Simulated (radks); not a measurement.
Values are calculated unless marked as measured or tabulated.
Task: These are the eigenvalues of the occupied orbitals of an atom or ion with whole-number occupations (hartree). Code: a radial shooting solver on a logarithmic mesh with Libxc functionals. Model: scalar-relativistic Kohn-Sham, PBE, spin-polarised, spherical densities, finite nucleus; Fermi nuclear charge, rms radius of each element as measured or else 0.836 A^(1/3) + 0.57 fm.

1s up: -1022.529
1s down: -1022.529
2s up: -155.3706
2s down: -155.3371
2p up: -139.7260
2p down: -139.7004
3s up: -31.59303
3s down: -31.57675
3p up: -26.47169
3p down: -26.45293
3d up: -18.52885
3d down: -18.49929
4s up: -6.92982
4s down: -6.81225
4p up: -5.36871
4p down: -5.24965
4d up: -3.06207
4d down: -2.94532
5d up: -1.06953

Which element is it, and in what charge state? The configuration may be excited. Open shells, if any, are filled with parallel spins first.

Result: Z = 49, indium, charge +4: In4+ in [Kr] 4d7 5d2. The list shows which subshells hold electrons but not how many an open one holds; the 1s level, -1022.5 hartree, gives Z - s = 45.2 by -(Z - s)^2/2, which with screening and relativity narrows Z to a few neighbours, and the depths of the outer levels then fix element, charge and occupations together.
